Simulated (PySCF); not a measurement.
PySCF 2.14 output of an unrestricted wB97X-V calculation on a single atom or ion in cc-pVDZ-X2C, with the spin-free X2C one-electron Hamiltonian (Gaussian nucleus):

```
SCF conv_tol = 1e-09
number electrons alpha = 33  beta = 28
    N. Mardirossian and M. Head-Gordon.,  Phys. Chem. Chem. Phys. 16, 9904-9924 (2014)
cycle= 1 E= -10019.5313080466  delta_E= -0.0115  |g|= 0.043  |ddm|= 0.397
cycle= 2 E= -10019.5320690593  delta_E= -0.000761  |g|= 0.0221  |ddm|= 0.205
cycle= 3 E= -10019.5322876009  delta_E= -0.000219  |g|= 0.00844  |ddm|= 0.0652
cycle= 4 E= -10019.5324374059  delta_E= -0.00015  |g|= 0.00351  |ddm|= 0.0765
cycle= 5 E= -10019.5325390572  delta_E= -0.000102  |g|= 0.00235  |ddm|= 0.0484
cycle= 6 E= -10019.532627151  delta_E= -8.81e-05  |g|= 0.00133  |ddm|= 0.0478
cycle= 7 E= -10019.5326560814  delta_E= -2.89e-05  |g|= 0.000909  |ddm|= 0.0311
cycle= 8 E= -10019.532673303  delta_E= -1.72e-05  |g|= 0.000537  |ddm|= 0.024
cycle= 9 E= -10019.5326800671  delta_E= -6.76e-06  |g|= 0.00014  |ddm|= 0.0232
cycle= 10 E= -10019.5326802343  delta_E= -1.67e-07  |g|= 7.41e-05  |ddm|= 0.00365
cycle= 11 E= -10019.5326802655  delta_E= -3.13e-08  |g|= 5.96e-05  |ddm|= 0.00047
cycle= 12 E= -10019.5326803098  delta_E= -4.43e-08  |g|= 4.45e-05  |ddm|= 0.00079
cycle= 13 E= -10019.5326803591  delta_E= -4.93e-08  |g|= 1.44e-05  |ddm|= 0.00155
cycle= 14 E= -10019.5326803623  delta_E= -3.17e-09  |g|= 7.95e-06  |ddm|= 0.000385
cycle= 15 E= -10019.532680363  delta_E= -7.13e-10  |g|= 4.19e-06  |ddm|= 0.000133
converged SCF energy = -10019.532680363  <S^2> = 8.7835713  2S+1 = 6.01118
```

The run itself started from symmetry-adapted Hartree-Fock orbitals and held the occupation by maximum overlap, on a logarithmic radial grid, so the iterations belong to that start.

Q: Which element, charge and spin multiplicity is this?

A: Pm (promethium, neutral), multiplicity 6; the state was [Xe] 4f4 5d1 6s2, one real determinant (an excited configuration).

⟨L²⟩ = 40.12 against 72 for a pure L term, so this real determinant mixes terms. Spin-orbit coupling, absent here, splits the open shell strongly.
